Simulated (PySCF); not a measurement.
A structure optimised at PBE-D3(BJ)/def2-SVP, used in a PySCF frequency run:

```xyz
7

Mo     0.3168    -0.4626     0.0000
N      1.2889    -0.7205     1.4107
H      2.1655    -0.9502     1.8965
N      1.2889    -0.7205    -1.4107
H      2.1655    -0.9502    -1.8965
Cl    -1.3604    -2.0281     0.0000
Br    -0.3587     1.8827     0.0000
```
Charge 0, spin multiplicity 1.

### Question
Write its SMILES, formula and point group.

### Answer
[NH]=[Mo](=[NH])([Cl])[Br], BrClH2MoN2, Cs

### Question
What are its rotational constants (standard atomic weights)?

### Answer
2.4730, 0.95659, 0.83303 GHz
